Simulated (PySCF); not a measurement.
C5H5Cl. Atoms are numbered in the order given.

```xyz
11

C      2.4601    -0.5494     0.7216
C      1.4297    -0.7598     0.1211
C      0.2174    -1.0160    -0.6044
C     -1.0901    -1.2359     0.1311
C     -0.8944     0.0079    -0.6589
Cl    -0.7186     1.5458     0.1562
H      3.3715    -0.3577     1.2565
H      0.3578    -1.5843    -1.5310
H     -1.7787    -1.9944    -0.2498
H     -1.0528    -1.1394     1.2185
H     -1.4169     0.1160    -1.6121
```
Charge 0, spin multiplicity 1.

Geometry optimised at PBE0-D3(BJ)/def2-SVP.

Computed with M06-2X/def2-TZVP run with PySCF.

Atomic charges (e):

```csv
atom,meta-Löwdin,Löwdin,Mulliken
C1,-0.21,-0.09,-0.12
C2,-0.04,-0.11,-0.07
C3,-0.11,?,-0.25
C4,-0.22,-0.20,-0.26
C5,-0.08,-0.47,-0.05
Cl6,-0.08,?,-0.09
H7,0.17,?,0.21
H8,0.14,?,0.15
H9,0.13,0.14,0.15
H10,0.14,0.15,0.17
H11,0.14,?,0.16
```

Question: Some entries are withheld; supply them. (Estimate from the structure and the level; the computed values follow.)

Answer: 
- C3, Löwdin: -0.21
- Cl6, Löwdin: 0.36
- H7, Löwdin: 0.13
- H8, Löwdin: 0.17
- H11, Löwdin: 0.14

Computed Mayer and Wiberg (Löwdin basis) orders of the bonds:
```tsv
bond	Mayer	Wiberg
C1–C2	2.97	2.94
C2–C3	1.15	1.28
C3–C4	0.88	1.18
C3–C5	0.93	1.17
C4–C5	0.93	1.28
C5–Cl6	1.12	1.65
C1–H7	0.88	0.92
C3–H8	0.95	0.79
C4–H9	0.96	0.87
C4–H10	0.96	0.86
C5–H11	0.97	0.85
```
